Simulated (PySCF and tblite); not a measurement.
The numbers below are computed, except where a source is named.
System: C₉H₁₀O, numbered as in [cH:1]1[cH:2][cH:3][c:4]2[c:5]([cH:6]1)[CH2:7][CH2:8][O:9][CH2:10]2.

For the inversion of the 6-membered ring (4–5–7–8–9–10): electronic barrier 3.71 kcal/mol, zero-point change -0.09 kcal/mol, thermal and entropy terms at 298.15 K a further 0.38 kcal/mol (symmetry numbers apart). The minimum is C1, the saddle C1. Geometries: GFN2-xTB; energies: PBE0/pcSseg-1 + D3(BJ), IEF-PCM tetrahydrofuran; zero-point and thermal terms from GFN2-xTB harmonic modes (soft modes blended into free rotors). Rate constants are transition-state-theory values, counting equivalent paths, without tunnelling. Run with tblite and PySCF.

Problem. How many equivalent paths lead out of the minimum?

Solution. 2: the symmetry number of the minimum is 1, that of the saddle displaced along its mode 1, and since the end is the start again or its mirror image, the same path run backwards is a second way out.

Problem. Work out the rate at 298.15 K.

Solution. ΔG‡ = 4.00 kcal/mol; k_B T/h = 6.2×10¹² s⁻¹; exp(−ΔG‡/RT) = 0.0012; times 2 gives k = 1.4×10¹⁰ s⁻¹. Wigner's tunnelling factor for the 84i cm⁻¹ mode would be 1.01.
